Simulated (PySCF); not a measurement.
**Platinum: a sound run and one with changed settings**

Sound run: Pt+ [Xe] 4f14 5d9, Pt(2+) [Xe] 4f14 5d8. Computed with PySCF 2.14 in def2-TZVP with the def2 core potential (60 electrons) (6s4p3d1f, 40 functions), with a scalar-relativistic core potential. In the sound run the correlated levels freeze 5s2 5p6 outside the core potential. The sound run starts from symmetry-adapted Hartree-Fock orbitals and uses a fine grid where one is needed.

A second run was set up differently.

```
species  method  sound run (hartree)  changed run (hartree)  converged
    Pt+     UHF           -118.11924             -118.11924        yes
    Pt+    TPSS           -118.90178             -118.90168         no
    Pt+   M06-L           -119.00886             -119.00724         no
    Pt+     MP2           -118.30820             -118.26728        yes
 Pt(2+)     UHF           -117.49727             -117.49727        yes
 Pt(2+)    TPSS           -118.21116             -118.21116        yes
 Pt(2+)   M06-L           -118.32514             -118.32514        yes
 Pt(2+)     MP2           -117.63151             -117.60401        yes
```

Ionisation energy of Pt+:

| method | sound run (eV) | changed run (eV) |
| --- | --- | --- |
| UHF | 16.924 | 16.924 |
| MP2 | 18.414 | 18.048 |
| SCS-MP2 | 18.305 | 17.966 |

Problem. What was changed?
A. too few SCF iterations
B. level shift left on
C. basis contracted for another Hamiltonian
D. minimal basis

Solution. B. It used initial guess atom, at most 50 SCF cycles, level shift 0.5 hartree. A level shift leaves the converged SCF energy unchanged but raises the virtual orbital energies, which shrinks MP2 if it is not removed.
